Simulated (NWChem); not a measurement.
System: SnH₂, singlet; SMILES [SnH2]

Output (shortened):

```
             Northwest Computational Chemistry Package (NWChem) 7.3.0
             --------------------------------------------------------

 C2V symmetry detected

                             Geometry "geometry" -> ""
                             -------------------------

 Output coordinates in angstroms (scale by  1.889725989 to convert to a.u.)

  No.       Tag          Charge          X              Y              Z
 ---- ---------------- ---------- -------------- -------------- --------------
    1 Sn                  50.0000     0.00000000     0.00000000     0.04832992
    2 H                    1.0000     1.26187900     0.00000000    -1.20824808
    3 H                    1.0000    -1.26187900     0.00000000    -1.20824808

 Effective nuclear repulsion energy (a.u.)      29.9250152805

      Symmetry information
      --------------------

 Group name             C2v
 Group number             16
 Group order               4
 No. of unique centers     2

 Summary of "ao basis" -> "ao basis" (spherical)
 ------------------------------------------------------------------------------
       Tag                 Description            Shells   Functions and Types
 ---------------- ------------------------------  ------  ---------------------
 Sn                         def2-svp                10       26   4s4p2d
 H                          def2-svp                 3        5   2s1p

      Symmetry analysis of basis
      --------------------------

        a1         16
        a2          3
        b1         10
        b2          7

            General Information
            -------------------
          SCF calculation type: DFT
          Wavefunction type:  closed shell.
          No. of atoms     :     3
          No. of electrons :    24
           Alpha electrons :    12
            Beta electrons :    12
          Charge           :     0
          Spin multiplicity:     1
          Use of symmetry is: on ; symmetry adaption is: on
          Maximum number of iterations: 150
          AO basis - number of functions:    36
                     number of shells:    16
          Convergence on energy requested:  1.00D-06
          Convergence on density requested:  1.00D-05
          Convergence on gradient requested:  5.00D-04

              XC Information
              --------------
                     Hartree-Fock (Exact) Exchange  1.000
                     LC-wPBE(h)Exchange Functional  1.000
            Perdew 1991 LDA Correlation Functional  1.000 local
           PerdewBurkeErnz. Correlation Functional  1.000 non-local

           Range-Separation Parameters
           ---------------------------
           Alpha           :  0.00
           Beta            :  1.00
           Gamma           :  0.35
           Short-Range HF  :     F

             Grid Information
             ----------------
          Grid used for XC integration:  medium
          Radial quadrature: Mura-Knowles
          Angular quadrature: Lebedev.
          Tag              B.-S. Rad. Rad. Pts. Rad. Cut. Ang. Pts.
          ---              ---------- --------- --------- ---------
          Sn                  1.45      123           8.0       590
          H                   0.35       45           8.0       434
          Grid pruning is: on
          Number of quadrature shells:   168
          Spatial weights used:  Erf1

      Superposition of Atomic Density Guess
      -------------------------------------

 Sum of atomic energies:        -250.09430103

      Non-variational initial energy
      ------------------------------

 Total energy =    -214.213819
 1-e energy   =    -403.399972
 2-e energy   =     175.901726
 HOMO         =      -0.227123
 LUMO         =      -0.080562

      Symmetry analysis of molecular orbitals - initial
      -------------------------------------------------

  Numbering of irreducible representations:

     1 a1          2 a2          3 b1          4 b2

  Orbital symmetries:

     1 a1          2 b1          3 a1          4 b2          5 b1
     6 a1          7 a1          8 a2          9 b2         10 a1
    11 b1         12 a1         13 b2         14 b1         15 a1
    16 a1         17 b1         18 a1         19 b2         20 a1
    21 a2         22 b2

   convergence    iter        energy       DeltaE   RMS-Dens  Diis-err
 ---------------- ----- ----------------- --------- --------- ---------
 d= 0,ls=0.0,diis     1   -215.4625795523 -2.29D+02  1.57D-02  5.47D-02
 d= 0,ls=0.0,diis     2   -215.4774716016 -1.49D-02  1.75D-03  2.53D-03
 d= 0,ls=0.0,diis     3   -215.4779296062 -4.58D-04  7.58D-04  2.41D-04
 d= 0,ls=0.0,diis     4   -215.4779588955 -2.93D-05  1.02D-04  2.14D-05
 d= 0,ls=0.0,diis     5   -215.4779611606 -2.27D-06  2.86D-05  1.43D-07
 d= 0,ls=0.0,diis     6   -215.4779612242 -6.36D-08  8.56D-06  8.76D-09

         Total DFT energy =     -215.477961224200
      One electron energy =     -403.856103893792
           Coulomb energy =      193.856786390109
    Exchange-Corr. energy =      -18.763070283481
 Nuclear repulsion energy =       13.284426562965

 Numeric. integr. density =       24.000015207087

                  Occupations of the irreducible representations
                  ----------------------------------------------

                     irrep           alpha         beta
                     --------     --------     --------
                     a1                6.0          6.0
                     a2                1.0          1.0
                     b1                3.0          3.0
                     b2                2.0          2.0

                       DFT Final Molecular Orbital Analysis
                       ------------------------------------

 Vector   10  Occ=2.000000D+00  E=-5.964622D-01  Symmetry=a1
              MO Center=  1.3D-16,  7.3D-18, -4.6D-01, r^2= 2.0D+00
   Bfn.  Coefficient  Atom+Function         Bfn.  Coefficient  Atom+Function
  ----- ------------  ---------------      ----- ------------  ---------------
     3      0.721379  1 Sn s                  2     -0.287692  1 Sn s
     1     -0.255836  1 Sn s                  4      0.196019  1 Sn s
    27      0.184122  2 H  s                 32      0.184122  3 H  s
    13     -0.096105  1 Sn pz                28      0.086781  2 H  s
    33      0.086781  3 H  s                 10      0.035686  1 Sn pz

 Vector   11  Occ=2.000000D+00  E=-3.918391D-01  Symmetry=b1
              MO Center= -3.0D-15, -2.9D-16, -8.0D-01, r^2= 2.7D+00
   Bfn.  Coefficient  Atom+Function         Bfn.  Coefficient  Atom+Function
  ----- ------------  ---------------      ----- ------------  ---------------
    11      0.372606  1 Sn px                27      0.299256  2 H  s
    32     -0.299256  3 H  s                 28      0.224299  2 H  s
    33     -0.224299  3 H  s                 14      0.156097  1 Sn px
    20     -0.135899  1 Sn d  1               8     -0.126547  1 Sn px
     5     -0.118737  1 Sn px                25      0.070257  1 Sn d  1

 Vector   12  Occ=2.000000D+00  E=-3.251798D-01  Symmetry=a1
              MO Center=  1.4D-15, -3.6D-16,  1.0D-01, r^2= 3.0D+00
   Bfn.  Coefficient  Atom+Function         Bfn.  Coefficient  Atom+Function
  ----- ------------  ---------------      ----- ------------  ---------------
     3      0.447551  1 Sn s                 13      0.422560  1 Sn pz
     4      0.277325  1 Sn s                 16      0.273309  1 Sn pz
    27     -0.204958  2 H  s                 32     -0.204958  3 H  s
    28     -0.174393  2 H  s                 33     -0.174393  3 H  s
     2     -0.169692  1 Sn s                  1     -0.141152  1 Sn s

 Vector   13  Occ=0.000000D+00  E=-3.189292D-02  Symmetry=b2
              MO Center=  1.7D-15, -2.1D-15,  2.8D-02, r^2= 3.6D+00
   Bfn.  Coefficient  Atom+Function         Bfn.  Coefficient  Atom+Function
  ----- ------------  ---------------      ----- ------------  ---------------
    15      0.648364  1 Sn py                12      0.478295  1 Sn py
     9     -0.165618  1 Sn py                 6     -0.154060  1 Sn py

 Vector   14  Occ=0.000000D+00  E= 9.205295D-02  Symmetry=b1
              MO Center=  5.7D-16, -7.8D-17,  1.5D-01, r^2= 4.9D+00
   Bfn.  Coefficient  Atom+Function         Bfn.  Coefficient  Atom+Function
  ----- ------------  ---------------      ----- ------------  ---------------
    14      1.143227  1 Sn px                28     -0.784097  2 H  s
    33      0.784097  3 H  s                 11      0.314595  1 Sn px
    27     -0.177538  2 H  s                 32      0.177538  3 H  s
    20      0.143810  1 Sn d  1               8     -0.104002  1 Sn px
     5     -0.096224  1 Sn px                25     -0.043233  1 Sn d  1

 Vector   15  Occ=0.000000D+00  E= 1.380189D-01  Symmetry=a1
              MO Center=  1.3D-14,  2.5D-17, -6.7D-02, r^2= 5.0D+00
   Bfn.  Coefficient  Atom+Function         Bfn.  Coefficient  Atom+Function
  ----- ------------  ---------------      ----- ------------  ---------------
    16      1.227156  1 Sn pz                28      1.052231  2 H  s
    33      1.052231  3 H  s                  3     -0.747740  1 Sn s
     4     -0.662821  1 Sn s                 13      0.260925  1 Sn pz
     2      0.216673  1 Sn s                  1      0.163485  1 Sn s
    27      0.153854  2 H  s                 32      0.153854  3 H  s

     Multipole analysis of the density
     ---------------------------------

     L   x y z        total         alpha         beta         nuclear
     -   - - -        -----         -----         ----         -------
     0   0 0 0     -0.000000    -12.000000    -12.000000     24.000000

     1   1 0 0      0.000000      0.000000      0.000000      0.000000
     1   0 1 0     -0.000000     -0.000000     -0.000000      0.000000
     1   0 0 1      0.209872      1.383560      1.383560     -2.557249

     2   2 0 0    -21.165005    -16.268846    -16.268846     11.372687
     2   1 1 0      0.000000      0.000000      0.000000      0.000000
     2   1 0 1     -0.000000     -0.000000     -0.000000      0.000000
     2   0 2 0    -16.706264     -8.353132     -8.353132      0.000000
     2   0 1 1     -0.000000     -0.000000     -0.000000      0.000000
     2   0 0 2    -22.703649    -16.656844    -16.656844     10.610039

                                 NWChem DFT Module
                                 -----------------

      Symmetry analysis of basis
      --------------------------

        a1         16
        a2          3
        b1         10
        b2          7

            General Information
            -------------------
          SCF calculation type: DFT
          Wavefunction type:  spin polarized.
          No. of atoms     :     3
          No. of electrons :    23
           Alpha electrons :    12
            Beta electrons :    11
          Charge           :     1
          Spin multiplicity:     2
          Use of symmetry is: on ; symmetry adaption is: on
          Maximum number of iterations: 150
          This is a Direct SCF calculation.
          AO basis - number of functions:    36
                     number of shells:    16
          Convergence on energy requested:  1.00D-06
          Convergence on density requested:  1.00D-05
          Convergence on gradient requested:  5.00D-04

              XC Information
              --------------
                     Hartree-Fock (Exact) Exchange  1.000
                     LC-wPBE(h)Exchange Functional  1.000
            Perdew 1991 LDA Correlation Functional  1.000 local
           PerdewBurkeErnz. Correlation Functional  1.000 non-local

           Range-Separation Parameters
           ---------------------------
           Alpha           :  0.00
           Beta            :  1.00
           Gamma           :  0.35
           Short-Range HF  :     F

             Grid Information
             ----------------
          Grid used for XC integration:  medium
          Radial quadrature: Mura-Knowles
          Angular quadrature: Lebedev.
          Tag              B.-S. Rad. Rad. Pts. Rad. Cut. Ang. Pts.
          ---              ---------- --------- --------- ---------
          Sn                  1.45      123           8.0       590
          H                   0.35       45           8.0       434
          Grid pruning is: on
          Number of quadrature shells:   168
          Spatial weights used:  Erf1

      Superposition of Atomic Density Guess
      -------------------------------------

 Sum of atomic energies:        -250.09430103

 Renormalizing density from      24.00 to     23

      Non-variational initial energy
      ------------------------------

 Total energy =    -211.758580
 1-e energy   =    -386.591640
 2-e energy   =     161.548633
 HOMO         =      -0.570024
 LUMO         =      -0.419658

   Symmetry analysis of molecular orbitals - initial alpha
   -------------------------------------------------------

  Numbering of irreducible representations:

     1 a1          2 a2          3 b1          4 b2

  Orbital symmetries:

     1 a1          2 b1          3 a1          4 b2          5 b1
     6 a1          7 a1          8 a2          9 b2         10 a1
    11 b1         12 a1         13 b2         14 b1         15 a1
    16 a1         17 b1         18 a1         19 b2         20 a1
    21 a2         22 b2

   Symmetry analysis of molecular orbitals - initial beta
   ------------------------------------------------------

  Numbering of irreducible representations:

     1 a1          2 a2          3 b1          4 b2

  Orbital symmetries:

     1 a1          2 b1          3 a1          4 b2          5 b1
     6 a1          7 a1          8 a2          9 b2         10 a1
    11 b1         12 a1         13 b2         14 b1         15 a1
    16 a1         17 b1         18 a1         19 b2         20 a1
    21 a2         22 b2

   convergence    iter        energy       DeltaE   RMS-Dens  Diis-err
 ---------------- ----- ----------------- --------- --------- ---------
 d= 0,ls=0.0,diis     1   -215.0846879307 -2.28D+02  1.10D-02  2.17D-01
                                                     9.47D-03  1.98D-01
 d= 0,ls=0.0,diis     2   -215.1406481946 -5.60D-02  3.85D-03  3.44D-02
                                                     3.48D-03  3.47D-02
 d= 0,ls=0.0,diis     3   -215.1493960654 -8.75D-03  8.58D-04  1.81D-04
                                                     5.54D-04  1.03D-04
 d= 0,ls=0.0,diis     4   -215.1496535824 -2.58D-04  2.05D-04  1.18D-05
                                                     1.82D-04  1.58D-05
 d= 0,ls=0.0,diis     5   -215.1496805563 -2.70D-05  1.23D-04  2.44D-06
                                                     1.19D-04  2.16D-06
  Resetting Diis
 d= 0,ls=0.0,diis     6   -215.1496876765 -7.12D-06  4.71D-05  2.37D-07
                                                     4.86D-05  2.38D-07
 d= 0,ls=0.0,diis     7   -215.1496887041 -1.03D-06  9.72D-06  3.40D-08
                                                     9.90D-06  3.09D-08
 d= 0,ls=0.0,diis     8   -215.1496887945 -9.03D-08  1.47D-05  1.39D-08
                                                     1.48D-05  1.33D-08
 d= 0,ls=0.0,diis     9   -215.1496888600 -6.55D-08  2.18D-06  9.88D-10
                                                     2.51D-06  1.05D-09

         Total DFT energy =     -215.149688860007
      One electron energy =     -396.903193559616
           Coulomb energy =      186.977649666283
    Exchange-Corr. energy =      -18.508571529639
 Nuclear repulsion energy =       13.284426562965

 Numeric. integr. density =       23.000015274008

                  Occupations of the irreducible representations
                  ----------------------------------------------

[...]
```

Level: LC-wPBE (HJS exchange hole, range parameter 0.35 per bohr)/def2-SVP with def2 effective core potentials on Sn, vertical spin-unrestricted ions. Low-valent species are run as closed-shell singlets; no triplet was tried in these runs. Geometry: optimised at PBE0/def2-SVP. def2 effective core potentials on Sn; no spin-orbit coupling.

Problem. Which NWChem input produces such a log?

Solution. One answer among several that fit: the input that was run:
```
start job
memory heap 200 mb stack 900 mb global 1100 mb
geometry units angstroms noautoz
  Sn     0.000000     0.000000     0.019422
  H      0.000000    -1.261879    -1.237156
  H      0.000000     1.261879    -1.237156
end
basis spherical
  * library def2-svp
end
ecp
  Sn library def2-ecp
end
dft
  xc xwpbe 1.00 cpbe96 1.0 hfexch 1.00
  cam 0.35 cam_alpha 0.0 cam_beta 1.0
  iterations 150
  vectors input atomic output neutral.movecs
end
task dft energy
charge 1
dft
  odft
  mult 2
  vectors input atomic output cation.movecs
end
task dft energy
```
